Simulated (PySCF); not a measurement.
Species: [ZrF7]3- (charge -3 and singlet state).
Structure used (PBE0-D3(BJ)/def2-SVP), in Å, numbered top down from 1:
```
atom  x, y, z in Å
Zr1   -0.018    0.023    0.005
F2     0.232   -0.260    2.055
F3     0.137   -0.174   -2.066
F4     2.051    0.307    0.142
F5     0.259    2.011   -0.603
F6    -1.595    1.128    0.854
F7    -1.750   -1.085   -0.379
F8     0.684   -1.950   -0.007
```

Computed with PBE0-D3(BJ)/def2-SVP geometry optimisation, gas phase, def2 core potentials past Kr in PySCF 2.14.0.

(1) Which atoms are bound to Zr1, and at what distances?

(2) List the angles at Zr1, the widest 15.

(3) Describe the arrangement about Zr1 in numbers.

Results:

(1) 7 atoms: F2 2.085 Å, F3 2.086 Å, F7 2.092 Å, F4 2.092 Å, F8 2.094 Å, F5 2.098 Å, F6 2.105 Å.

(2) 
| angle | degrees | distance of the outer atoms (Å) |
| --- | --- | --- |
| F2–Zr1–F3 | 162.7 | 4.12 |
| F4–Zr1–F7 | 154.5 | 4.08 |
| F5–Zr1–F8 | 147.9 | 4.03 |
| F6–Zr1–F8 | 138.5 | 3.93 |
| F4–Zr1–F6 | 130.0 | 3.80 |
| F5–Zr1–F7 | 123.9 | 3.70 |
| F3–Zr1–F6 | 120.4 | 3.64 |
| F2–Zr1–F5 | 113.4 | 3.50 |
| F2–Zr1–F7 | 102.0 | 3.25 |
| F3–Zr1–F4 | 90.3 | 2.96 |
| F3–Zr1–F8 | 83.1 | 2.77 |
| F2–Zr1–F8 | 80.7 | 2.70 |
| F2–Zr1–F4 | 80.5 | 2.70 |
| F3–Zr1–F7 | 80.1 | 2.69 |
| F4–Zr1–F8 | 78.3 | 2.64 |

(3) Angles from 73.6° to 162.7°. The Zr–F distances aren't all alike: 2.085 to 2.105 Å.

Charge -3, singlet. Whether so highly charged an anion holds all its electrons in the gas phase wasn't checked; a finite basis holds them in any case. No counter-ion or solvent screens the charge of this multiply charged ion. No frequency check.

On one thread, x86-64 server (shared host), this took 3.6 min wall. This is the geometry optimisation.
